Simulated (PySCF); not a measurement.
ZnSb⁺ at ROHF

Level: ROHF. Zn def2-SVP, Sb def2-SVP with ECP28; scalar-relativistic core potentials (PySCF 2.14).

| Quantity | Value |
| --- | --- |
| state | ³Σ⁻ (triplet), unpaired electrons π ↑↑ |
| bond length | 2.702 Å |
| harmonic wavenumber | 173 cm⁻¹ |
| force constant | 0.736 mdyn/Å |
| rotational constant Be | 0.05521 cm⁻¹ |
| anharmonicity ωexe | 0.504 cm⁻¹ |
| vibration–rotation constant αe | 0.000236 cm⁻¹ |
| well depth De to Zn + Sb⁺ | 178 kJ/mol |
| dissociation energy D0 | 176 kJ/mol |
| bond order (Mayer) | 1.01 |
| dipole moment (positive dipole points towards Sb; it is taken about the centre of mass and depends on that origin) | -5.43 D |

These are scalar-relativistic numbers at best; spin–orbit coupling would shift them, the dissociation energy most. For an ion De counts to the pair picked by the measured ionisation energies or electron affinities, which need not be the lowest pair at this level. UHF is strongly spin-contaminated for ZnSb⁺, so the ROHF reference used there is far from stable. Hartree–Fock leaves out correlation, which carries a large part of most bond energies and some tenths to 1 eV of ionisation energies. The state was picked by a PBE0 search and need not be the measured ground state.
